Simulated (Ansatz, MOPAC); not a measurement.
Molecule: CaCl (charge +1, singlet). SMILES: [Cl][Ca+]

Atoms: Ca1, Cl2. Bonds: Ca1-Cl2.

Bond lengths (Å) and angles (degrees) optimised at MNDO with MOPAC; B3LYP/LANL2DZ with Ansatz (an electronic-structure program); MP2/6-31G* with LANL2DZ past Ar with Ansatz, each started from the B3LYP-D3(BJ)/def2-TZVP structure (Ansatz) of the last column. A row stands for all coordinates that are equal there. 6-31G* holds six Cartesian d functions.

```json
[
 {"coordinate": "Ca1-Cl2", "MNDO": "2.371", "B3LYP/LANL2DZ": "2.578", "MP2/6-31G* with LANL2DZ past Ar": "2.554", "B3LYP-D3(BJ)/def2-TZVP": "2.331"}
]
```

Mean signed difference of all 1 bond lengths from B3LYP-D3(BJ)/def2-TZVP: MNDO 0.040 Å, B3LYP/LANL2DZ 0.247 Å, MP2/6-31G* with LANL2DZ past Ar 0.223 Å.
